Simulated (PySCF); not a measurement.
**H2Te, singlet: computed properties**

Level of theory: PBE0 in PySCF with Te def2-TZVP with ECP28, H def2-TZVP; scalar-relativistic core potentials, no spin–orbit coupling; density-fitted integrals.

The structure is a minimum.

```xyz
3
charge 0 multiplicity 1, angstrom
Te    0.0000    0.0000   -0.0178
H     1.1744    0.0000    1.1494
H    -1.1744    0.0000    1.1494
```

```json
{
  "Point group": "C2v",
  "Bond lengths": "Te–H 1.656 Å (×2)",
  "Bond angles": "H–Te–H 90.3°",
  "Entropy at 298.15 K and 1 bar": "228.6 J/(mol K)",
  "Heat capacity Cp at 298.15 K": "35.4 J/(mol K)",
  "Lowest empty level": "-0.69 eV",
  "Rotational symmetry number": "2",
  "Principal polarisabilities": "30.1, 36.7, 37.3 bohr³",
  "Highest occupied level": "-6.57 eV",
  "Atomisation energy without zero-point energy": "582 kJ/mol",
  "Dipole moment": "0.22 D",
  "Principal quadrupole moments (Buckingham, traceless) about the centre of mass": "-4.95, 1.57, 3.38 D Å",
  "Enthalpy at 298.15 K above 0 K": "10.06 kJ/mol",
  "Rotational constants": "6.233, 6.064, 3.074 cm⁻¹",
  "Zero-point energy": "31.3 kJ/mol"
}
```

Harmonic modes (masses in u: Te 129.906, H 1.008):
| symmetry | ω (cm⁻¹) | IR (km/mol) | type |
| --- | --- | --- | --- |
| a1 | 892 | 10.4 | bend |
| a1 | 2163 | 34.0 | stretch |
| b2 | 2172 | 36.2 | stretch |

In C2v the vibrations span 2a1 + b2. Here b1 is antisymmetric to the molecular plane and b2 lies in it.

Charges (e):
```tsv
atom	Mulliken	Löwdin	polar tensor	Mayer order to Te1
Te1	-0.16	0.01	0.14	–
H2,3	0.08	0.00	-0.07	0.98
```

Mulliken populations on Te1 (electrons outside its core potential): s 3.90, p 10.16, d 10.08, f 0.02.

Outer orbital energies (eV). occupied: -18.04, -10.88, -9.46, -6.57; empty: -0.69, 0.18, 3.58, 3.67.

Counting electrons, tellurium keeps 4 of its valence electrons outside its bonds, so the VSEPR class is AX2E2 and the expected shape is bent (C2v), as computed. The angle of 90° is close to 90°: the heavy centre bonds with nearly pure p orbitals and keeps its lone pair s-like.

The final relaxation and frequency run took of the order of 14 core-seconds on a shared host.
